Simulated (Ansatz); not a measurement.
A nudged elastic band was laid between two geometries of C2H5BN2 (10 atoms, charge 0, multiplicity 1).

Level of theory: Ansatz 0.2.0, RKS r2SCAN-D4/6-31G.

```json
{"movable images": "9", "climbing image": "yes", "spring": "5.0 eV/Å²", "optimiser": "quadratic models (default)", "start path": "through a guess of the saddle point", "force threshold": "0.03 eV/Å", "iteration limit": "39", "end points": "relaxed"}
```

Initial state:

```xyz
10
Properties=species:S:1:pos:R:3
N -1.665 -0.076 0.760
C -0.241 -0.492 0.768
B 0.663 0.069 -0.363
C 1.819 0.360 -1.220
N 0.660 0.937 -1.570
H -1.778 0.927 0.888
H -2.152 -0.373 -0.082
H -0.207 -1.593 0.755
H 0.185 -0.228 1.749
H 2.799 0.417 -1.682
```

Final state:

```xyz
10
Properties=species:S:1:pos:R:3
N -1.559 0.179 0.708
C -0.270 -0.504 0.680
B 0.691 0.112 -0.362
C 1.882 0.415 -1.156
N 0.745 1.010 -1.544
H -1.893 0.533 -0.177
H -2.277 -0.227 1.291
H -0.325 -1.596 0.457
H 0.205 -0.449 1.674
H 2.884 0.476 -1.567
```

**Question.** What changes between the two ends?

**Answer.** No bond is made or broken. The dihedral H7–N1–C2–H8 goes from -63 to 52°.

**Question.** What energy profile does the band end with?

**Answer.** The run converged. The highest image is number 5 of 0 to 10, 0.7 kcal/mol above the first end and 1.1 kcal/mol above the last; the last end lies 0.3 kcal/mol below the first. A vibrational analysis at the climbing image gives one clearly imaginary mode, 214i cm⁻¹: a first-order saddle point. Limits of this set-up: no polarisation functions.

```tsv
image	path coordinate (Å)	energy (kcal/mol)	dihedral H7–N1–C2–H8 (°)
0	0.00	0.0	-63
1	0.22	0.0	-55
2	0.44	0.2	-44
3	0.65	0.4	-32
4	0.87	0.7	-19
5	1.09	0.7	-5
6	1.31	0.6	10
7	1.53	0.3	23
8	1.76	0.0	35
9	1.98	-0.3	44
10	2.20	-0.3	52
```

**Question.** What is the geometry of the highest image?

**Answer.** 
```xyz
10
Properties=species:S:1:pos:R:3
N -1.606 0.064 0.756
C -0.242 -0.482 0.751
B 0.678 0.079 -0.361
C 1.828 0.366 -1.222
N 0.726 1.095 -1.446
H -1.727 0.929 0.248
H -2.352 -0.598 0.602
H -0.276 -1.580 0.664
H 0.258 -0.309 1.725
H 2.795 0.384 -1.713
```

**Question.** What are the harmonic wavenumbers there?

**Answer.** 214i, 101, 150, 277, 487, 519, 677, 795, 897, 917, 1078, 1138, 1163, 1288, 1327, 1384, 1502, 1602, 1717, 2936, 3034, 3215, 3579, 3708 cm⁻¹.

Run time: 4.2 min on 1 CPU thread of a shared host.
